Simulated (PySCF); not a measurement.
## Working with the constants of GeB

UHF-CCSD(T) constants of GeB, ⁴Σ⁻ (quartet), unpaired electrons σ ↑, π ↑↑ (basis Ge x2c-SVPall, B x2c-SVPall; spin-free X2C with a Gaussian nucleus; PySCF 2.14; masses 73.9212 and 11.0093 u):

| Item | Value |
| --- | --- |
| ωe | 640.4 cm⁻¹ |
| ωexe | 3.99 cm⁻¹ |
| Be | 0.44347 cm⁻¹ |
| αe | 0.00383 cm⁻¹ |
| De to Ge + B | 2.81 eV |

Q: What force constant and bond length do these constants imply?

A: Reduced mass μred = 9.5822 u; k = 5.8918×10⁻⁷·μred·ωe² (u, cm⁻¹, mdyn/Å) = 2.32 mdyn/Å; Re = √(16.8576/(μred·Be)) (u, cm⁻¹, Å) = 1.992 Å.

Q: Estimate the centrifugal constant D from the Kratzer relation and find the Dunham coefficient a1.

A: D = 4Be³/ωe² = 8.51e-07 cm⁻¹; a1 = −1 − αeωe/(6Be²) = -3.08.

Correlated steps freeze 10 core orbitals. Correlated levels converge slowly with the basis: in double zeta they bind strong bonds too weakly, by up to about 1 eV, and carry superposition errors of some tenths. Spin–orbit coupling is left out. The state was picked by a PBE0 search and need not be the measured ground state.
